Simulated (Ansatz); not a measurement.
Abridged output of a molecular run in Ansatz:

```
Functional definition: HF
  name "HF"
  cite "Fock, Z. Phys. 61, 126 (1930) doi:10.1007/BF01340294"
  parent pbe
  exchange = exact_x
  correlation = 0
786 factors; integrals over basis functions are off by at most 1.2e-3 eV
mean field evaluation 1: about -12108.0218 eV, gradient 3.9e1 eV
mean field evaluation 2: about -12108.0780 eV, gradient 3.9e1 eV
mean field evaluation 4: about -12111.5722 eV, gradient 3.1e0 eV
mean field evaluation 8: about -12111.6164 eV, gradient 2.4e-1 eV
mean field -12111.61661842 eV, -445.0937011782 hartree, gradient 8.2e-7 eV, S^2 0.000000; 0 other end points of the search recorded, 0 dependent functions left out
8 core orbitals not correlated: weight in the atoms' cores, before any rotation towards them, 1.000 or more for the frozen orbitals, at most 0.000 for the correlated occupied ones
reference -12111.61661842 eV, -445.0937011782 hartree; 11, 11 occupied and 61, 61 virtual orbitals, 786 factors
second order -14.40834430 eV of doubles, -0.00000000 eV of singles
cycle   1  -14.81217169 eV  change   -4.0e-1 eV  update   9.5e-2
cycle   2  -15.22024892 eV  change   -4.1e-1 eV  update   2.8e-2
cycle   3  -15.31783618 eV  change   -9.8e-2 eV  update   1.5e-2
cycle   4  -15.31039360 eV  change    7.4e-3 eV  update   3.4e-3
cycle   5  -15.30993824 eV  change    4.6e-4 eV  update   1.3e-3
cycle   6  -15.31014854 eV  change   -2.1e-4 eV  update   4.2e-4
cycle   7  -15.30990882 eV  change    2.4e-4 eV  update   1.5e-4
cycle   8  -15.30988972 eV  change    1.9e-5 eV  update   5.1e-5
cycle   9  -15.30990614 eV  change   -1.6e-5 eV  update   1.9e-5
perturbative correction -0.46156837 eV, -0.0169623246 hartree
Total energy: -12127.38809292 eV, -445.6732921760 hartree
```

Its atoms:

Cartesian coordinates in Å:
```
O 1.104 -1.733 0.544
B 0.362 -0.642 0.259
N 0.271 0.352 -0.714
Si -0.999 0.703 0.451
H 1.794 -1.912 -0.103
H 0.715 0.641 -1.572
H -0.855 1.983 1.197
H -2.392 0.609 -0.062
```

Task: Which basis set was used?
A. def2-TZVPP
B. def2-SVPD
C. cc-pV(T+d)Z
D. def2-SVP

Result: D. It gives 80 functions.

Task: Write the keys of the input that set method, charge and spin (a neutral closed shell needs none for the last two).

Result: 
```yaml
correlation: {method: ccsd_t}
```
